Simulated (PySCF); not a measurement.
Ligand exchange on a metal centre used in film growth or etching (Zn F-Br). Gas-phase values, no solvent.

The charge on the central atom (Mulliken) from two functionals at the same geometries (TPSS-D3(BJ)/def2-SVP), both in PySCF: PBE-D3(BJ)/def2-TZVP and TPSSh-D3(BJ)/def2-TZVP. 

```csv
species,PBE-D3(BJ)/def2-TZVP (e),TPSSh-D3(BJ)/def2-TZVP (e)
0 of 2 F replaced by Br ([Zn(F)2]),0.83,0.93
1 of 2 F replaced by Br ([Zn(F)(Br)]),0.64,0.73
2 of 2 F replaced by Br ([Zn(Br)2]),0.46,0.54
```

Over these rows, drawn at random from the members with no instability flagged (it was tested for open shells, ions and some series alone), PBE minus TPSSh-D3(BJ): mean -0.09 e, from -0.09 e to -0.08 e.
